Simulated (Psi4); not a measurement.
F₅Ta, charge -1, doublet, at a GFN2-xTB geometry (such geometries of metal compounds can be far from the true shape) (the multiplicity is a formal guess) (core potentials on Ta) (a gas-phase anion, which may not be bound at this level). Base run: BLYP/def2-SVP (Psi4).

Psi4 was given this input:
```
memory 2 GB

molecule mol {
-1 2
Ta    0.109025    0.109659   -0.044668
F     1.391611   -0.549332    1.127382
F    -1.045484    0.897469   -1.269192
F    -0.442568    1.323911    1.249291
F     0.788695   -0.975774   -1.391101
F    -1.576569   -1.585728    0.645929
}

set {
  basis def2-svp
  reference uks
}

energy('blyp')
print_variables()
```

Each row names what was changed in the base input (with any setting that the change needs).

```json
[
 {"change": "base", "ΔE vs base (eV)": "0.00", "point group used": "c1", "SCF cycles": "12"},
 {"change": "molecule keys = symmetry c1", "ΔE vs base (eV)": "0.00", "point group used": "c1", "SCF cycles": "12"},
 {"change": "jitter_ang = 0.002", "ΔE vs base (eV)": "0.00", "point group used": "c1", "SCF cycles": "12"},
 {"change": "molecule keys = no_reorient", "ΔE vs base (eV)": "0.00", "point group used": "c1", "SCF cycles": "12"},
 {"change": "molecule keys = symmetry c1, no_reorient, no_com", "ΔE vs base (eV)": "0.00", "point group used": "c1", "SCF cycles": "12"}
]
```

Open shells are given as the SCF converged; they aren't shown to be the lowest states, and a large step between rows can be another state.

A gas-phase anion may not be bound at this level; its values then depend on the basis.
